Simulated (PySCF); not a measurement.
**XPS shifts beside NMR shieldings**

C6H11N2P.
Z-matrix (Å and degrees, PBE0-D3(BJ)/def2-SVP geometry), rows numbered from 1:
```
C 
N   1  1.4319
P   2  1.5587  1  126.73
N   3  1.6689  2  108.49  1   157.20
C   4  1.4436  3  122.25  2   -43.91
C   3  1.8274  2  123.45  1   -83.03
C   6  1.3443  3  109.63  2   119.97
C   7  1.4818  6  114.95  3     3.87
C   8  1.3440  7  114.70  6    -1.99
H   1  1.1104  2  114.76  3   -38.96
H   1  1.1082  2  113.22  3    83.12
H   1  1.1038  2  109.57  3  -158.85
H   4  1.0136  3  116.00  2   160.09
H   5  1.1060  4  113.61  3   -92.57
H   5  1.1013  4  110.47  3   145.42
H   5  1.0990  4  107.82  3    28.01
H   6  1.0910  3  124.52  2   -54.54
H   7  1.0939  6  124.16  3  -175.41
H   8  1.0939  7  120.88  6   178.59
H   9  1.0910  3  125.24  2    52.03
```

Binding energies: PySCF 2.14.0, delta-SCF UKS SCAN, pcX-2 on the ionised atom, pcseg-1 elsewhere, spin-free X2C. Shieldings: GIAO PBE0/pcSseg-1, non-relativistic, same geometry.

```tsv
atom	isotropic shielding (ppm)
C1	150.6
C5	160.5
C6	48.0
```

**Question.** What are the C 1s binding energies of these atoms?

**Answer.** 
```json
{"atom": "C6", "environment": "alkene CH carbon", "C 1s (eV)": "289.70", "isotropic shielding (ppm)": "48.0"}
{"atom": "C1", "environment": "N-methyl carbon", "C 1s (eV)": "290.76", "isotropic shielding (ppm)": "150.6"}
{"atom": "C5", "environment": "N-methyl carbon", "C 1s (eV)": "291.47", "isotropic shielding (ppm)": "160.5"}
```

**Question.** Among the listed atoms, is the one with the highest binding energy also the least shielded?

**Answer.** No. The highest binding energy is at C5 (291.47 eV, shielding 160.5 ppm), the lowest shielding at C6 (48.0 ppm, 289.70 eV).

By binding energy: C6 < C1 < C5. By shielding: C6 < C1 < C5.

Spin contamination (⟨S²⟩ against 0.75 for a pure doublet) is marked for C 1s of C6 (0.86), which makes this value less certain. Isolated species at its PBE0-D3(BJ)/def2-SVP geometry (one conformer only).
